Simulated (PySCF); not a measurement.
C2H6GeO2, SMILES O=[CH][Ge@H]([OH])[CH3].

Coordinates come from a PBE0-D3(BJ)/def2-SVP optimisation. The structure was generated by enumeration; whether it is a known compound was not checked. The values are those of a single conformer.

These are PBE0-D3(BJ)/def2-SVP run with PySCF 2.14.0 values and carry that method's errors.

Frequencies are harmonic and unscaled.

```json
[
 {"mode": "1", "ν (cm⁻¹)": "83", "IR (km/mol)": "1.4", "moving atoms (share of kinetic energy)": "O 42 %, C 30 %, H 20 %"},
 {"mode": "2", "ν (cm⁻¹)": "109", "IR (km/mol)": "0.2", "moving atoms (share of kinetic energy)": "H 95 %"},
 {"mode": "3", "ν (cm⁻¹)": "159", "IR (km/mol)": "8.5", "moving atoms (share of kinetic energy)": "O 47 %, H 23 %, C 22 %"},
 {"mode": "4", "ν (cm⁻¹)": "180", "IR (km/mol)": "8.8", "moving atoms (share of kinetic energy)": "O 50 %, H 23 %, C 22 %"},
 {"mode": "5", "ν (cm⁻¹)": "210", "IR (km/mol)": "7.6", "moving atoms (share of kinetic energy)": "O 31 %, C 24 %, H 24 %, Ge 20 %"},
 {"mode": "6", "ν (cm⁻¹)": "357", "IR (km/mol)": "19.7", "moving atoms (share of kinetic energy)": "O 55 %, Ge 25 %, C 18 %"},
 {"mode": "7", "ν (cm⁻¹)": "437", "IR (km/mol)": "74.5", "moving atoms (share of kinetic energy)": "H 93 %"},
 {"mode": "8", "ν (cm⁻¹)": "579", "IR (km/mol)": "62.8", "moving atoms (share of kinetic energy)": "H 72 %, C 24 %"},
 {"mode": "9", "ν (cm⁻¹)": "616", "IR (km/mol)": "1.5", "moving atoms (share of kinetic energy)": "H 50 %, C 44 %"},
 {"mode": "10", "ν (cm⁻¹)": "621", "IR (km/mol)": "12.5", "moving atoms (share of kinetic energy)": "C 62 %, H 21 %, Ge 15 %"},
 {"mode": "11", "ν (cm⁻¹)": "703", "IR (km/mol)": "54.5", "moving atoms (share of kinetic energy)": "H 69 %, O 16 %, Ge 10 %"},
 {"mode": "12", "ν (cm⁻¹)": "731", "IR (km/mol)": "38.2", "moving atoms (share of kinetic energy)": "O 64 %, H 21 %, Ge 12 %"},
 {"mode": "13", "ν (cm⁻¹)": "792", "IR (km/mol)": "33.9", "moving atoms (share of kinetic energy)": "H 77 %, C 19 %"},
 {"mode": "14", "ν (cm⁻¹)": "857", "IR (km/mol)": "59.2", "moving atoms (share of kinetic energy)": "H 83 %, C 15 %"},
 {"mode": "15", "ν (cm⁻¹)": "884", "IR (km/mol)": "27.3", "moving atoms (share of kinetic energy)": "H 61 %, C 35 %"},
 {"mode": "16", "ν (cm⁻¹)": "1008", "IR (km/mol)": "178.2", "moving atoms (share of kinetic energy)": "H 90 %, O 8 %"},
 {"mode": "17", "ν (cm⁻¹)": "1255", "IR (km/mol)": "9.5", "moving atoms (share of kinetic energy)": "H 80 %, C 20 %"},
 {"mode": "18", "ν (cm⁻¹)": "1373", "IR (km/mol)": "20.3", "moving atoms (share of kinetic energy)": "H 82 %, C 12 %"},
 {"mode": "19", "ν (cm⁻¹)": "1426", "IR (km/mol)": "3.5", "moving atoms (share of kinetic energy)": "H 96 %"},
 {"mode": "20", "ν (cm⁻¹)": "1432", "IR (km/mol)": "5.4", "moving atoms (share of kinetic energy)": "H 96 %"},
 {"mode": "21", "ν (cm⁻¹)": "1813", "IR (km/mol)": "131.8", "moving atoms (share of kinetic energy)": "C 57 %, O 42 %"},
 {"mode": "22", "ν (cm⁻¹)": "2137", "IR (km/mol)": "140.4", "moving atoms (share of kinetic energy)": "H 99 %"},
 {"mode": "23", "ν (cm⁻¹)": "2876", "IR (km/mol)": "148.8", "moving atoms (share of kinetic energy)": "H 92 %"},
 {"mode": "24", "ν (cm⁻¹)": "3069", "IR (km/mol)": "1.9", "moving atoms (share of kinetic energy)": "H 97 %"},
 {"mode": "25", "ν (cm⁻¹)": "3180", "IR (km/mol)": "1.2", "moving atoms (share of kinetic energy)": "H 91 %, C 9 %"},
 {"mode": "26", "ν (cm⁻¹)": "3188", "IR (km/mol)": "0.6", "moving atoms (share of kinetic energy)": "H 90 %, C 10 %"},
 {"mode": "27", "ν (cm⁻¹)": "3792", "IR (km/mol)": "87.6", "moving atoms (share of kinetic energy)": "H 94 %"}
]
```
